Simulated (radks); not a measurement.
Coulomb parameter of the 4d shell of the zirconium ion Zr2+ in the model configuration [Kr] 4d1 5s1, as a second difference U = [E(n + 0.5) + E(n - 0.5) - 2 E(n)] / (0.5)^2 with all orbitals relaxed. "Bare": the charge of the atom changes with n. "Screened": the 5s shell takes up the change at fixed total charge, which measures U(4d,4d) + U(5s,5s) - 2 U(4d,5s). All-electron calculation, scalar-relativistic Kohn-Sham, PBE, spin-unpolarised, spherical densities, finite nucleus; Fermi nuclear charge, rms radius 4.2694 fm. Program: a radial shooting solver on a logarithmic mesh with Libxc functionals.

case              configuration  E - E(n) (eV)
start              [Kr] 4d1 5s1          0.000
bare +0.5        [Kr] 4d1.5 5s1         -8.592
bare -0.5        [Kr] 4d0.5 5s1         11.249
screened +0.5  [Kr] 4d1.5 5s0.5         -1.031
screened -0.5  [Kr] 4d0.5 5s1.5          1.311

U(bare) = 10.628 eV, U(screened by 5s) = 1.119 eV, against the Slater integral F0(4d,4d) = 12.850 eV with frozen orbitals.
